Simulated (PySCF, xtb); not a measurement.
CH7NOSi3, SMILES O[Si@H]1N=C([SiH3])[SiH2]1.

GFN2-xTB run with xtb at its own geometry gives an orbital gap of 1.70 eV and a dipole moment of 1.24 D.

The structure is a stationary point at TPSSh-D3(BJ)/def2-SVP. The structure was generated by enumeration; whether it is a known compound was not checked. Other conformers were not sampled.

What does PySCF with B3LYP/def2-TZVP give? (Estimate from the structure and the level; the computed values follow.)

gap 4.54 eV (levels -6.29 and -1.75 eV), dipole 1.35 D.
